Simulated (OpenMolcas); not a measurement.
A calculation on Ge+.

```
Program             : OpenMolcas
Method              : XMS-CASPT2, IPEA 0.25 Eh, imaginary shift 0.1 Eh (closed shells correlated: 3d)
Basis               : ANO-RCC-VTZP [6s5p3d1f]
Scalar Hamiltonian  : DKH2, point nucleus
Active space        : 3 electrons in 8 orbitals (4s 4p 5s 5p)
State averaging     : 2S+1 = 4 odd, 1 root (0 in the spin-orbit step); 2S+1 = 2 odd, 6 roots; 2S+1 = 4 even, 3 roots; 2S+1 = 2 even, 6 roots
Spin-orbit coupling : state interaction with AMFI integrals over the reference wave functions, term energies averaged over their components
```

Problem. Which level of the active space comes out lowest?

Solution. 4s2 4p 2P* 1/2, with 100 % of that term; it is also the measured ground level.

Problem. How high does 4s2 4p 2P* 3/2 lie?

Solution. 0.1963 eV above the lowest level; measured 0.2191 eV above the ground level, so the calculation is off by -10 %.

Problem. How high does 4s 4p2 2D 5/2 lie?

Solution. 8.185 eV above the lowest level; measured 8.0819 eV above the ground level, so the calculation is off by +1 %.

Problem. How high does 4s 4p2 4P 5/2 lie?

Solution. 6.330 eV above the lowest level; measured 6.6166 eV above the ground level, so the calculation is off by -4 %.

Measured values: NIST Handbook of Basic Atomic Spectroscopic Data.

Term energies are means over components that CASPT2 splits; among the terms shown or strongly mixed into the levels shown the widest spread is 140 cm-1 (4s 4p2 2D). Over all roots computed the reference weight is 0.84 to 0.96; the roots of lowest weight are the least certain, and an intruder state may touch them. Some high roots are left out of the spin-orbit mixing, which shifts the levels that they would mix with. The run also gave levels led by 4s2 5p, 4s2 5s, which use shells meant for correlation; these and all levels above them are left out. Terms of s pⁿ other than that of highest spin mix with s² pⁿ⁻² d, which this space lacks; all of them can be thousands of cm-1 off, and some have no real level of that name. Measured partners are found by configuration, term and J. A level has none where our copy of the source lacks it or the pairing is in doubt (some pairs that miss far off the trend of their configuration count as doubtful), and it then counts in no deviation. Levels of configurations outside the active space are missing.

* marks odd parity.
